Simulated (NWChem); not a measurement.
System: CH$_{4}$O$_{2}$Si; SMILES O=CO[SiH3]

Input file for NWChem:

```
start job
memory heap 200 mb stack 700 mb global 900 mb
geometry units angstroms noautosym nocenter noautoz
  O     -0.735242    -1.581814     0.000000
  C      0.437913    -1.294117     0.000000
  O      0.917699    -0.040005     0.000000
  Si    -0.210830     1.256749     0.000000
  H      1.257124    -2.028188     0.000000
  H     -1.043682     1.224107    -1.223690
  H     -1.043682     1.224107     1.223690
  H      0.664234     2.450640     0.000000
end
basis spherical
  O library pcsseg-1
  C library pcsseg-1
  Si library pcsseg-1
  H library pcsseg-1
end
dft
  xc kt2
  iterations 150
end
property
  shielding 7 1 2 3 4 5 6 8
end
task dft property
```

All runs use the structure optimised with B3LYP/6-31G* (spherical d).

GIAO values for the isolated, static molecule; σ is the absolute isotropic shielding, δ = σ(reference) − σ with the isolated reference molecule computed at the same levels (13C: tetramethylsilane, 1H: tetramethylsilane, 17O: water, 29Si: tetramethylsilane).

Atoms are numbered as in the input.

Q: Predict the main results of this run. (KT2/pcSseg-1, GIAO.) Quantities: δ O1 (ppm); δ C2 (ppm); δ O3 (ppm); δ Si4 (ppm); δ H5 (ppm); δ H6 (rotor mean) (ppm).

A: 
```
Item                     Result
-----------------------  ------
δ O1 (ppm)                447.1
δ C2 (ppm)                158.2
δ O3 (ppm)                203.8
δ Si4 (ppm)               -34.7
δ H5 (ppm)                 7.89
δ H6 (rotor mean) (ppm)    4.96
```
